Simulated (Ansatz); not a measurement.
Consider the formal exchange of groups at the Si–S bond: `CS[SiH2][SiH2]S` + GeH₄ → `S[SiH2][SiH2][GeH3]` + CH₃SH.

Isolated molecules relaxed with PBE0-D4/def2-TZVP in Ansatz; ΔE leaves out vibrations. CBS: MP2 limit from def2 TZ/QZ plus the TZ coupled-cluster correction, frozen cores. This one scheme is used for every species. Functionals use def2-TZVPP. B3LYP here is the variant with VWN-RPA as its local correlation; programs differ in this. For Ge outer-core shells are correlated without core-valence functions, which leaves a few kJ/mol of doubt a bond. Scalar relativity is left out up to krypton. One conformer a species, not always the lowest.

`CS[SiH2][SiH2]S`:

Cartesian coordinates in Å:
```
C 1.371 -0.407 1.464
S 0.198 -1.659 0.867
Si -1.411 -0.386 0.272
Si -0.613 1.087 -1.372
S 0.766 -0.040 -2.558
H 1.691 0.251 0.655
H 0.937 0.180 2.273
H 2.238 -0.946 1.843
H -1.960 0.354 1.443
H -2.448 -1.297 -0.276
H 0.043 2.269 -0.746
H -1.701 1.597 -2.247
H 0.887 -1.002 -1.616
```

GeH₄:

Cartesian coordinates in Å:
```
Ge 0.000 0.000 0.000
H 1.357 0.271 -0.662
H -0.330 -1.494 -0.105
H -1.088 0.815 -0.711
H 0.061 0.408 1.478
```

`S[SiH2][SiH2][GeH3]`:

Cartesian coordinates in Å:
```
S 0.381 -2.759 0.012
Si -0.072 -1.213 1.428
Si 0.659 0.848 0.605
Ge -0.401 1.261 -1.486
H -0.201 -2.141 -1.029
H -1.529 -1.157 1.729
H 0.651 -1.622 2.659
H 2.135 0.810 0.418
H 0.321 1.949 1.550
H -1.922 1.388 -1.293
H -0.142 0.089 -2.452
H 0.121 2.548 -2.143
```

CH₃SH:

Cartesian coordinates in Å:
```
C 0.379 0.292 0.112
S -0.997 -0.820 0.476
H 1.146 -0.203 -0.483
H 0.810 0.566 1.075
H 0.040 1.198 -0.387
H -1.377 -1.034 -0.793
```

| level | ΔE (kJ/mol) |
| --- | --- |
| B2PLYP | 34.8 |
| B3LYP | 29.4 |
| HF/def2-QZVPP | 30.3 |
| SCS-MP2/def2-QZVPP | 40.6 |

Q: What does CCSD(T)/CBS give? (Estimate.)

A: Ansatz gave: +36.6 kJ/mol. The listed levels differ from it by -1.8, -7.2, -6.3, 4.0 kJ/mol.

Largest T1 diagnostic among the species: 0.012.

In def2-TZVPP, CCSD(T) changes the Hartree–Fock value by +3.9 kJ/mol (the triples alone add +3.0 kJ/mol) and MP2 by +12.3 kJ/mol. The D4 term adds +8.9 kJ/mol with B3LYP and +4.8 kJ/mol with PBE0; it sums over pairs of atoms, weighted by their polarisabilities, and B3LYP, whose exchange is more repulsive, gets the larger term.
